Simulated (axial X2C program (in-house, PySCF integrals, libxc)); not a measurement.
Which functional? An output for TeC

An SCF output computed with an in-house all-electron X2C program for linear molecules (integrals from PySCF) for TeC at 1.887 Å, two-component, state Ω = 0, Te dyall-cv3z [11s12p8d4f1g], C dyall-v3z [7s6p2d1f] (cores contracted in-house), without its first line:

```
basis functions 166  fitting functions 886  grid points 5079
iter        total energy     max residual
   1      -6825.824399520     2.60e-01
   2      -6825.848903097     1.01e-02
   3      -6825.849908256     1.17e-02
   4      -6825.851568203     2.80e-03
   5      -6825.851885235     1.63e-03
   6      -6825.852002818     7.22e-04
   7      -6825.852055961     3.98e-04
   8      -6825.852066479     2.39e-04
   9      -6825.852071486     1.71e-04
  10      -6825.852075225     1.07e-04
  11      -6825.852077542     2.07e-05
  12      -6825.852077624     1.54e-05
  13      -6825.852077641     1.11e-05
  14      -6825.852077656     1.81e-06
  15      -6825.852077656     2.08e-07
converged
one-electron -9536.45439319  Coulomb 2806.90631788  exact exchange -179.75308359  xc functional 0.00000000  nuclear repulsion 87.49511913  atomic mean-field constant -4.04603789
```

Which level of theory produced it?
A. HF
B. PBE0
C. M06

A. The exact-exchange term against the functional term shows a share of 1 of exact exchange.
